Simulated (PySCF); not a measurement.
## Tin: a sound run and one with changed settings

Sound run: Sn²⁺ [Kr] 4d10 5s2, Sn³⁺ [Kr] 4d10 5s1. All numbers are calculated (PySCF 2.14, a scalar-relativistic core potential, in aug-cc-pVDZ-PP with ECP28MDF). The sound run starts from symmetry-adapted Hartree-Fock orbitals and uses a fine grid where one is needed.

Changed run: basis STO-3G, all-electron and non-relativistic. This setting is unsound on purpose.

```json
{"species": "Sn²⁺", "method": "UHF", "sound run (hartree)": "-212.57923", "changed run (hartree)": "-5962.65016", "converged": "yes"}
{"species": "Sn²⁺", "method": "r2SCAN", "sound run (hartree)": "-213.52465", "changed run (hartree)": "-5964.73952", "converged": "yes"}
{"species": "Sn²⁺", "method": "BP86", "sound run (hartree)": "-213.56533", "changed run (hartree)": "-5964.97082", "converged": "yes"}
{"species": "Sn³⁺", "method": "UHF", "sound run (hartree)": "-211.52993", "changed run (hartree)": "-5961.74277", "converged": "yes"}
{"species": "Sn³⁺", "method": "r2SCAN", "sound run (hartree)": "-212.40475", "changed run (hartree)": "-5963.79055", "converged": "yes"}
{"species": "Sn³⁺", "method": "BP86", "sound run (hartree)": "-212.42795", "changed run (hartree)": "-5964.00380", "converged": "yes"}
```

Ionisation energy of Sn²⁺:

```tsv
method	sound run (eV)	changed run (eV)
UHF	28.553	24.691
r2SCAN	30.474	25.823
BP86	30.950	26.314
```

A minimal basis cannot let orbitals breathe on ionisation and holds almost no correlation. The Hamiltonian changed with the basis, so the totals do not compare.

For comparison, NIST gives 30.506 eV between the lowest levels.
